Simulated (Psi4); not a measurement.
Br₃In, singlet, geometry from GFN2-xTB (such geometries of metal compounds can be far from the true shape) (all electrons, no relativity).

Input for Psi4:
```
memory 2 GB

molecule {
0 1
  In   -0.00000000   -0.00000000   -0.00000000
  Br   -1.98881671   -1.48844692   -0.19430253
  Br    0.00646487    2.22371074   -1.12413895
  Br    1.98235183   -0.73526381    1.31844148
}

set basis sto-3g
set scf_type pk

energy('pbe')
print_variables()
```

Task: Estimate the total energy that Psi4 with PBE/STO-3G returns for this input.

Result: -13321.158404 Ha

Task: Give the dipole moment at the level PBE/STO-3G.

Result: 0.00 D

Task: What nuclear repulsion energy does PBE/STO-3G give?

Result: 1543.2794 Eh

Task: Give the number of basis functions at the level PBE/STO-3G.

Result: 81
